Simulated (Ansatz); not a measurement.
```xyz
13

C     0.689    1.386   -0.190
C     1.283    0.081    0.183
Si    0.457   -0.571    1.596
F     0.404    0.178    2.999
B    -0.375    0.185   -0.155
Al   -1.496   -0.716   -1.652
H     0.949    1.758   -1.175
H     0.644    2.171    0.558
H     1.929   -0.474   -0.484
H     0.308   -2.011    1.848
H    -0.960    0.174    1.018
H    -2.897   -1.438   -1.399
H    -0.934   -0.723   -3.146
```

Charge 0, multiplicity 1. The bonds changed during the relaxation, so this is another structure than the one it started from.

Question: List the r2SCAN/def2-TZVPP orbital energies in eV (the Gaussian-basis code of Ansatz). (Estimate.)

Answer: Ansatz gave: Occupied: -1792.77, -1516.42, -666.76, -273.61, -273.30, -180.12, -143.10, -109.96, -98.03, -97.97, -97.89, -70.33, -70.06, -70.04, -31.88, -21.46, -16.21, -14.71, -13.45, -12.10, -11.76, -11.60, -11.23, -10.30, -9.70, -8.85, -8.44, -7.12, -6.45, -6.25. Lowest empty: -1.86, -0.91, -0.64, 0.46, 0.81, 1.17, 1.60, 1.66.
